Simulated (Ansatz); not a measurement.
AlH$_{6}$NOSi, SMILES `N[SiH2][AlH][OH]`. Charge 0, multiplicity 1.

```xyz
10

N     1.1814   -0.7279   -1.2535
Si   -0.4205   -0.0911   -1.0299
Al   -1.0035    0.6775    1.2493
O     0.1596    0.5294    2.4862
H     1.4091   -1.6276   -0.8608
H     1.9714   -0.1058   -1.1869
H    -1.3677   -1.1646   -1.4559
H    -0.5782    1.0358   -1.9977
H    -2.3784    1.3154    1.7204
H     1.0267    0.1590    2.3288
```

Problem. What are the harmonic wavenumbers in cm⁻¹ at PBE0-D4/def2-TZVP (Ansatz, finite differences of forces, unscaled)? (Best estimate.)

Solution. Computed: 50i, 65, 77, 240, 280, 353, 383, 421, 499, 591, 686, 691, 815, 829, 848, 907, 916, 1582, 1916, 2176, 2182, 3596, 3689, 3954.

Problem. Is this a minimum?

Solution. No: 1 imaginary mode, so it is a saddle point.
